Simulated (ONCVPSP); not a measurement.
**Zn, ONCV: configuration errors across variants**

* Element: zinc
* Generator: ONCVPSP 4.0.1
* Type: optimised norm-conserving Vanderbilt (ONCV)
* Functional: LDA (Perdew-Wang 92)
* Relativity: scalar-relativistic
* Frozen core: [Ne]
* Valence charge: 20
* Reference configuration: 3s2 3p6 3d10 4s2
* Partial waves: 3s+4s: rc 1.15 bohr, ncon 5, nbas 10, qcut 13.8 1/bohr, 2 projectors; 3p: rc 0.90 bohr, ncon 5, nbas 10, qcut 18.8 1/bohr, 2 projectors, debl 2.2 Ha; 3d: rc 0.75 bohr, ncon 3, nbas 8, qcut 24 1/bohr, 2 projectors, debl 1.2 Ha
* Local potential: polynomial inside 0.75 bohr (lpopt 5, dvloc0 2 Ha)
* Core correction: none

In the p channel the program set the typed energies aside and used -3.060, 0.250 Ha.

All-electron excitation energies from the reference (eV): (1) 3s2 3p6 3d10 4s1 10.184; (2) 3s2 3p6 3d10 4s0 28.947; (3) 3s2 3p6 3d9 4s0 69.843; (4) 3s1 3p6 3d10 4s2 137.472.

4 further variants failed, have other tests or another functional or relativity, and are left out.

Errors AE − PS in meV (a dash: test not solved or not reliable):

| change | (1) | (2) | (3) | (4) | bound ghosts | GHOST(+) flags above zero |
| --- | --- | --- | --- | --- | --- | --- |
| base | -0.4 | -0.1 | -7.1 | -13 | none | none |
| d: qcut 22.8 | -0.4 | -0.1 | -7.2 | -13 | none | none |
| p: nproj 1 | -0.4 | -0.1 | -7.0 | -13 | none | none |
| core correction Teter function, fcfact 3.25, rcfact 1.65 | -0.4 | -0.3 | -7.3 | -18 | none | none |
| p: rc 1.14 | -0.4 | -0.1 | -7.3 | -14 | none | none |
| all radii scaled by about 1.16 (s 1.34, p 1.04, d 0.88 bohr); local potential polynomial inside 0.88 bohr (lpopt 5, dvloc0 2 Ha) | -0.4 | +0.3 | -9.1 | -40 | none | none |

Task: Give the same row for: s: nbas 8.

Result: -0.4, -0.2, -7.0, -11; bound ghosts: none; GHOST(+) flags above zero: none.
